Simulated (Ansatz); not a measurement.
`CCC[CH](Cl)[InH2]` + HCl → `Cl[CH](Cl)[InH2]` + `CCC` at 600 K and 1 bar (substitution at a C–C bond).

Isolated molecules relaxed with PBE0-D4/def2-TZVP in Ansatz; ΔE leaves out vibrations. CCSD(T)/CBS adds triple-zeta CCSD(T) − MP2 to the extrapolated MP2 energy (def2 sets, frozen cores). This one scheme is used for every species. Elements past krypton have def2 core potentials. For In outer-core shells are correlated without core-valence functions, which leaves a few kJ/mol of doubt a bond. One conformer a species, not always the lowest.

```tsv
species	CCSD(T)/CBS energy (Eh)	H − E (kJ/mol)	S (J/(mol·K))
`CCC[CH](Cl)[InH2]`	-807.79955	410.7	542.4
HCl	-460.38127	35.4	207.2
`Cl[CH](Cl)[InH2]`	-1149.18442	132.0	435.1
`CCC`	-118.98051	315.9	335.6
```

H − E and S are ideal-gas, rigid-rotor, harmonic terms from PBE0-D4/def2-TZVP, for one conformer and one mirror image of each species. 1 Eh = 2625.50 kJ/mol, R = 8.31446 J/(mol·K).

Task: By hand: ΔE, ΔH, ΔS and ΔG.

Result: ΔE = (-1149.18442) + (-118.98051) − (-807.79955) − (-460.38127) = 0.01589 Eh = 41.7 kJ/mol. Δ(H − E) = 132.0 + 315.9 − 410.7 − 35.4 = 1.8, so ΔH = 43.5 kJ/mol. ΔS = 435.1 + 335.6 − 542.4 − 207.2 = 21.1 J/(mol·K). ΔG = 43.5 − 600 × (21.1)/1000 = 30.8 kJ/mol.

Task: By hand: the equilibrium constant, and the temperature at which ΔG would vanish if ΔH and ΔS stayed fixed.

Result: log₁₀ K = −ΔG/(RT ln 10) = -2.7. ΔG = 0 at ΔH/ΔS = 2062 K.

ΔH outweighs TΔS. A doubt of 5 kJ/mol in ΔE shifts log₁₀ K by 0.4 here. Other conformers and mirror images would add mixing entropy, several J/(mol·K) or more a flexible species. Modes under 60 cm⁻¹, often nearly free rotors, make the harmonic entropy too high. These are equilibria of isolated gas molecules and say nothing of rates. Largest T1 diagnostic: 0.013 (customary marks: 0.02 for closed shells, 0.045 for open ones).
